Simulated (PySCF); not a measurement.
Species: 2,5-dimethylpyrrole, C6H9N.
SMILES: `Cc1ccc(C)[nH]1`

Theory: TDDFT CAM-B3LYP/def2-SVPD, vertical, gas phase, core orbitals frozen in the response in PySCF. Isolated species at its GFN2-xTB geometry, gas phase.

Broadening: Gaussians 0.4 eV wide at half height, area fixed by f = 4.319×10⁻⁹ ∫ε dν̃. The width is an assumption, not a result. The curve ends short of the highest state used, and states not computed would add to its high-energy end.

E (eV), ε (L mol⁻¹ cm⁻¹) and a bar:
```
     4.70          0 
     4.78          0 
     4.86          0 
     4.94          0 
     5.02          0 
     5.10          0 
     5.18          0 
     5.26          0 
     5.34          2 
     5.41          9 
     5.49         48 
     5.57        217 
     5.65        782 #
     5.73       2256 ####
     5.81       5218 #########
     5.89       9667 #################
     5.97      14348 #########################
     6.04      16897 ##############################
     6.12      16547 #############################
     6.20      12982 #######################
     6.28       8165 ##############
     6.36       4128 #######
     6.44       1701 ###
     6.52        611 #
```

Question: Locate the maxima and give the states behind the curve.

Answer: 204 nm (6.07 eV), ε about 17000, made up of S3 (100%) (ε in L mol⁻¹ cm⁻¹; maxima over ε = 5, shares over 10%). The states used: S1 5.30 eV (f 0.0000); S2 6.05 eV (f 0.0008); S3 6.07 eV (f 0.254); S4 6.36 eV (f 0.0000); S5 6.67 eV (f 0.0016); S6 6.71 eV (f 0.0000); S7 6.72 eV (f 0.0000); S8 7.12 eV (f 0.0000).

Question: What would ε be at 6.07 eV, the highest of these maxima, with half the width (0.2 eV)?

Answer: About 34400 L mol⁻¹ cm⁻¹ against 17200, a factor of about 2.00; a lone state at its own centre would give exactly 2.

Question: On this curve, what absorbance would a 10⁻⁵ mol/L sample give at 193 nm over a 1 cm path?

Answer: 193 nm is 6.424 eV, where ε is about 2100 L mol⁻¹ cm⁻¹, so A = ε c l ≈ 0.021 (Beer–Lambert, with the gas-phase spectrum and the assumed width).

Question: Coming from long wavelengths, where does ε first pass 100 L mol⁻¹ cm⁻¹?

Answer: At about 224 nm (5.53 eV), 0.22 eV above S1.

Time: 38 s wall. Hardware: one thread of an Arm Neoverse V2 (shared host).
